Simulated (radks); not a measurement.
Spherical quantum dot in the effective-mass picture: electrons in a parabolic well V = omega^2 r^2 / 2 with omega = 0.325, with a point charge +1 (a donor) at the centre, all in effective atomic units (hartree* = m*/eps^2 hartree, bohr* = eps/m* bohr), one dielectric constant everywhere. Method: non-relativistic Kohn-Sham, LDA (Slater exchange, Perdew-Wang correlation), spin-polarised, spherical densities; computed with a radial shooting solver with Libxc functionals. Levels are named by radial order and angular momentum (1s, 1p, 1d, 2s, ...), and open shells are averaged over m. Results are scaled to m* = 0.029 and eps = 11.8, for which hartree* = 5.667 meV and bohr* = 21.53 nm. Each electron was tried in the lowest free levels, single moves between levels near the top were tried too, and the lowest total energy was kept; such a search can miss a lower state. At N = 1 the Hartree and exchange-correlation terms need not cancel, so that row can carry a self-interaction error.

N,open shells,2S,E (meV),mu = E(N) - E(N-1) (meV),addition energy mu(N+1) - mu(N) (meV),e(HOMO) (meV)
1,"1s(up 1, down 0)",1,-1.97807,-1.9781,3.516,-0.51308
2,none,0,-0.440548,1.5375,4.702,2.7182
3,"1p(up 1, down 0)",1,5.79947,6.2400,1.510,6.9901
4,"1p(up 2, down 0)",2,13.5494,7.7499,1.498,8.5057
5,"1p(up 3, down 0)",3,22.7972,9.2478,1.798,9.9818
6,"1p(up 3, down 1)",2,33.8427,11.046,1.305,11.698
7,"1p(up 3, down 2)",1,46.1937,12.351,1.294,13.002
8,none,0,59.8390,13.645,1.821,14.284
9,"2s(up 1, down 0)",1,75.3057,15.467,1.361,16.067
10,none,0,92.1332,16.827,1.503,17.426
11,"1d(up 1, down 0)",1,110.464,18.331,1.090,18.878
12,"1d(up 2, down 0)",2,129.884,19.420,1.075,19.960
13,"1d(up 3, down 0)",3,150.379,20.495,1.059,21.027
14,"1d(up 4, down 0)",4,171.933,21.554,1.043,22.078
15,"1d(up 5, down 0)",5,194.531,22.597,1.250,23.114
16,"1d(up 5, down 1)",4,218.378,23.847,0.9877,24.342
17,"1d(up 5, down 2)",3,243.213,24.835,0.9778,25.325
18,"1d(up 5, down 3)",2,269.025,25.813,0.9672,26.298
19,"1d(up 5, down 4)",1,295.805,26.780,0.9562,27.260
20,none,0,323.541,27.736,1.778,28.210
21,"1f(up 1, down 0)",1,353.055,29.514,0.8979,29.965
22,"1f(up 2, down 0)",2,383.468,30.412,0.8900,30.859
23,"1f(up 3, down 0)",3,414.770,31.302,0.8821,31.745
24,"1f(up 4, down 0)",4,446.954,32.184,0.8741,32.623
25,"1f(up 5, down 0)",5,480.013,33.058,0.8662,33.493
26,"1f(up 6, down 0)",6,513.937,33.925,0.8585,34.355
27,"1f(up 7, down 0)",7,548.720,34.783,1.037,35.210
28,"1f(up 7, down 1)",6,584.540,35.820,0.8308,36.236
29,"1f(up 7, down 2)",5,621.191,36.651,0.8251,37.064
30,"1f(up 7, down 3)",4,658.666,37.476,0.8192,37.886
31,"1f(up 7, down 4)",3,696.961,38.295,0.8133,38.703
32,"1f(up 7, down 5)",2,736.069,39.108,0.8074,39.513
33,"1f(up 7, down 6)",1,775.985,39.916,0.8014,40.317
34,none,0,816.702,40.717,0.9697,41.116
35,"2p(up 1, down 0)",1,858.389,41.687,0.8056,42.090
36,"2p(up 2, down 0)",2,900.881,42.492,0.8027,42.894
37,"2p(up 3, down 0)",3,944.176,43.295,-,43.695

All shells are closed at N = 2, 8, 10, 20, 34 (there: 1s2 1p6 1d10 2s2 1f14); the second difference of the energy has clear peaks (12 % above both neighbours; the first and last values, which can be the largest, are not judged, and half-filled shells can peak too) at N = 2, 5, 8, 15, 20, 27, 34.
